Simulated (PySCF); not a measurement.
CI3, SMILES I[C-](I)I, charge -1.

Coordinates come from a B3LYP-D3(BJ)/def2-SVPD optimisation. The def2 effective core potentials stand for the cores of I; spin–orbit coupling is left out.

The numbers are results of HF/def2-SVPD (PySCF), not measurements.

Symmetry labels are those of the subgroup Cs that the program uses (full group C3v).

Computed valence orbital energies around the gap with their symmetry:
| orbital | symmetry | energy (eV) |
|---|---|---|
| HOMO−7 | A" | -8.20 |
| HOMO−6 | A' | -7.66 |
| HOMO−5 | A' | -6.24 |
| HOMO−4 | A" | -6.24 |
| HOMO−3 | A' | -5.40 |
| HOMO−2 | A" | -5.40 |
| HOMO−1 | A" | -5.24 |
| HOMO | A' | -4.23 |
| LUMO | A' | 4.11 |
| LUMO+1 | A' | 4.22 |
| LUMO+2 | A" | 4.22 |
| LUMO+3 | A' | 5.37 |
